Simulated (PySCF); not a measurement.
Molecule: `N([SiH2]OC)(C)C`, C3H11NOSi.

Geometry:
```csv
atom,x (Å),y (Å),z (Å)
C1,3.380,-0.161,-0.071
O2,2.027,-0.117,0.275
Si3,0.796,0.127,-0.829
N4,-0.734,0.247,-0.062
C5,-1.506,-0.918,0.291
C6,-1.168,1.466,0.574
H7,3.616,-1.015,-0.734
H8,3.714,0.763,-0.582
H9,3.982,-0.273,0.844
H10,1.072,1.408,-1.551
H11,0.752,-1.033,-1.771
H12,-1.444,-1.158,1.371
H13,-1.156,-1.799,-0.267
H14,-2.575,-0.772,0.047
H15,-2.223,1.688,0.325
H16,-0.561,2.318,0.234
H17,-1.090,1.419,1.678
```

Geometry PBE0-D3(BJ)/def2-SVP throughout; GIAO in PySCF 2.14.0 with density-fitted response routines, gas phase, one conformer, non-relativistic; equivalent atoms averaged; basis pcSseg-1.

For orientation, WP04 gives these absolute shieldings σ: C1 120.7, C5/C6 131.7, O2 298.3, Si3 373.3, N4 213.8, H10/H11 27.71, H7/H8/H9 28.25, H12/H13/H14/H15/H16/H17 29.11 ppm.

A run gave: C1 130.1, C5/C6 138.6, O2 299.5, Si3 331.3, N4 215.0, H10/H11 25.76, H7/H8/H9 27.19, H12/H13/H14/H15/H16/H17 28.10 ppm (absolute shieldings σ).

**Question.** Which functional was used in that run?
A. B97-D
B. PBE
C. LDA
D. B97-2
E. KT2

**Answer.** C. Si3 tells them apart best: LDA gives 331.3, B97-D gives 373.4, KT2 gives 380.2, B97-2 gives 379.3, PBE gives 355.2 ppm.
